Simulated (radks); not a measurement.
Task: Spherical quantum dot in the effective-mass picture: electrons in a parabolic well V = omega^2 r^2 / 2 with omega = 0.259, with a point charge +2 (a donor) at the centre, all in effective atomic units (hartree* = m*/eps^2 hartree, bohr* = eps/m* bohr), one dielectric constant everywhere. Calculated with a radial shooting solver with Libxc functionals: non-relativistic Kohn-Sham, LDA (Slater exchange, Perdew-Wang correlation), spin-polarised, spherical densities. Levels are named by radial order and angular momentum (1s, 1p, 1d, 2s, ...), and open shells are averaged over m. Results are scaled to m* = 0.442 and eps = 9.3, for which hartree* = 139.1 meV and bohr* = 1.113 nm. At N = 4 the configuration is 1s2 1p(up 1, down 0) 2s(up 1, down 0). Does electron 5 go into 1p up or 2s down or 1p down?

Result: Into 1p up. The total energies of the other choices lie higher by 4.31 meV (2s down), 6.68 meV (1p down).
